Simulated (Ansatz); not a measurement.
Start from `BCCBO` and change one atom or group to get `BCC[SiH3]`.

Ansatz, PBE0-D4/def2-TZVP geometries, multiplicity 1. Each molecule was computed in one conformer, which needn't be the lowest.

```
                                          property  `BCCBO`
             LUMO energy (ωB97M-V/def2-TZVPP) / eV     0.59
               LUMO energy (B3LYP/def2-TZVPP) / eV    -1.55
size of the dipole moment (ωB97M-V/def2-TZVPP) / D     1.38
  size of the dipole moment (B3LYP/def2-TZVPP) / D     1.35
    size of the dipole moment (PBE/def2-TZVPP) / D     1.33
             HOMO–LUMO gap (B3LYP/def2-TZVPP) / eV     6.37
```

What does the change do to each property? (An estimate is asked.)

Ansatz gave: 
```csv
property,`BCC[SiH3]`,shift
LUMO energy (ωB97M-V/def2-TZVPP) / eV,0.75,0.16
LUMO energy (B3LYP/def2-TZVPP) / eV,-1.31,0.24
size of the dipole moment (ωB97M-V/def2-TZVPP) / D,0.31,-1.07
size of the dipole moment (B3LYP/def2-TZVPP) / D,0.35,-1.00
size of the dipole moment (PBE/def2-TZVPP) / D,0.48,-0.85
HOMO–LUMO gap (B3LYP/def2-TZVPP) / eV,6.71,0.34
```

With PBE0 the HOMO falls by 0.10 eV and the LUMO rises by 0.21 eV, so the gap widens by about 0.31 eV. PBE moves the HOMO by -0.26 eV and ωB97M-V by -0.01 eV. Dipoles are sizes alone; their direction can turn.

B3LYP here is the variant with VWN-RPA as its local correlation; programs differ in this.
